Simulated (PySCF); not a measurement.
**Do core-level shifts follow atomic charges?**

Compound: thiepane, C₆H₁₂S.
Structure used (PBE0-D3(BJ)/def2-SVP), in Å, numbered top down from 1:
```
atom  x, y, z in Å
C1    -0.6745   -1.2988    0.1006
C2     0.6441   -1.0147   -0.6290
C3     1.6139   -0.1140    0.1366
C4     1.2216    1.3491    0.2720
S5    -0.3569    1.6899    1.1041
C6    -1.4904    1.1365   -0.2020
C7    -1.8336   -0.3507   -0.1997
H8    -1.0107   -2.3226   -0.1298
H9    -0.4799   -1.2829    1.1856
H10    0.4475   -0.5942   -1.6322
H11    1.1598   -1.9711   -0.8106
H12    1.7648   -0.5363    1.1448
H13    2.6003   -0.1449   -0.3597
H14    1.1903    1.8409   -0.7156
H15    1.9759    1.8868    0.8675
H16   -1.0369    1.4378   -1.1603
H17   -2.4040    1.7403   -0.0926
H18   -2.2673   -0.5899   -1.1874
H19   -2.6332   -0.5404    0.5349
```

Binding energies: delta-SCF UKS SCAN, pcX-2 on the ionised atom, pcseg-1 elsewhere, spin-free X2C (PySCF). Charges: PBE0/pcSseg-1 ground-state density, for the ionised atom.

```tsv
atom	environment	C 1s (eV)	Mulliken (e)	IAO (e)	Hirshfeld (e)	ESP (e)
C1	ring CH2 carbon	290.34	-0.242	-0.256	-0.072	+0.015
C3	ring CH2 carbon	290.51	-0.207	-0.250	-0.071	+0.158
C4	sp3 carbon bound to sulfur	290.94	-0.336	-0.334	-0.073	-0.283
```

Task: How well does each charge scheme correlate with the binding energies over these sites?

Result: ESP: r = -0.83, slope -1.1 eV per e; Mulliken: r = -0.86, slope -3.9 eV per e; IAO: r = -0.94, slope -6.2 eV per e. On 3 points no scheme stands out. The Hirshfeld charges vary by under 0.03 e and aren't fitted.

Task: The point-charge model writes a binding energy as kq + V + constant, with V the potential of the other atoms' charges at the site. What does it give with the Mulliken charges?

Result: V = Σ 14.40 eV Å × q/r over all other atoms: +1.37 eV at C1, +0.84 eV at C3, +2.77 eV at C4. Fitting binding energy − V to q gives k = 11.0 eV per e and leaves an rms residual of 0.13 eV, against 0.13 eV for the fit on q alone. The model has no term for differences in relaxation between sites.

Isolated species at its PBE0-D3(BJ)/def2-SVP geometry (one conformer only).
